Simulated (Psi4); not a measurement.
Two rigid molecules brought together: HCl ··· BF3 (SMILES Cl and FB(F)F), singlet. Monomers: optimised at B3LYP-D3(BJ) (def2-TZVP), held rigid. Orientation: lowest of the rigid-body minima from ten starts at GFN2-xTB (searched outside a hard wall at short contacts). R is the distance of the centres of mass, along which the second monomer moves. The shortest distances reach bonding range, where SAPT0 and rigid monomers are unreliable.

Computed with: PBE-D3(BJ)/def2-TZVP, counterpoise-corrected (Psi4); SAPT0/jun-cc-pVDZ, frozen core (Psi4).

Interaction energies in kJ/mol:

```tsv
R / Å	PBE-D3(BJ)/def2-TZVP
2.18	84.01
2.31	48.98
2.57	11.27
2.74	0.17
2.95	-6.01
3.16	-7.87
3.45	-7.49
3.75	-6.03
4.22	-3.80
4.95	-1.71
5.95	-0.62
7.21	-0.23
```

Question: Estimate the SAPT0/jun-cc-pVDZ values at these points.

Answer: 2.18: 86.98; 2.31: 52.52; 2.57: 15.18; 2.74: 3.93; 2.95: -2.70; 3.16: -5.14; 3.45: -5.51; 3.75: -4.66; 4.22: -3.07; 4.95: -1.52; 5.95: -0.66; 7.21: -0.29 (kJ/mol).
